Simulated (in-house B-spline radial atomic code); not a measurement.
Values are calculated unless marked as measured or tabulated.
**How size changes two electrons in a parabolic Si dot**

For Si the NSM archive of the Ioffe Institute lists m_l = 0.98 m0, m_t = 0.19 m0 and ε = 11.7; the model takes one isotropic valley with the conductivity mass 3/(1/m_l + 2/m_t) = 0.26 m0, and so misses anisotropy and the other valleys. All triplets below are those of one valley; with several valleys two electrons can form a triplet in the 1s orbital itself, at an energy set by the valley splitting.

Effective-mass model with parabolic bands, a uniform dielectric constant, no image charges, no central-cell or spin-orbit terms. Two-electron levels come from full CI in B-splines with partial waves to l = 5 (up to 0.001 effective hartree above the limit).

Ha* = 51.68 meV, a* = 2.381 nm.

```tsv
ħω (meV)	s-p spacing (meV)	J_ss (meV)	charging energy, CI (meV)	gap to the lowest triplet, CI (meV)	leading natural occupation
91.5	91.5	54.9	51.3	75.9	1.983
53.2	53.2	41.9	38.4	41.9	1.972
30.7	30.7	31.8	28.4	22.6	1.956
17.8	17.8	24.2	21	12.1	1.929
10.3	10.3	18.4	15.4	6.33	1.891
5.94	5.94	14	11.2	3.26	1.837
3.44	3.44	10.6	8.13	1.66	1.766
1.99	1.99	8.1	5.86	0.83	1.675
1.15	1.15	6.16	4.19	0.409	1.565
0.667	0.667	4.68	2.98	0.2	1.441
0.386	0.386	3.56	2.12	0.0974	1.306
0.224	0.224	2.71	1.5	0.0472	1.168
```

(1) With what end-to-end powers of ħω do the columns change between the first and last rows?

(2) Where does repulsion overtake the orbital spacing, and what happens to the ratio of triplet gap to spacing?

Answers

(1) Spacing +1.00, J_ss +0.50, charging energy +0.59, triplet gap +1.23. The spacing is ħω and J_ss goes as √ω, so repulsion wins in large dots and, with correlation, bends the charging energy and the triplet gap away from these laws.

(2) J_ss passes the spacing between ħω = 53.2 and 30.7 meV. The ratio goes from 0.83 to 0.21, while the leading occupation goes from 1.983 to 1.168.
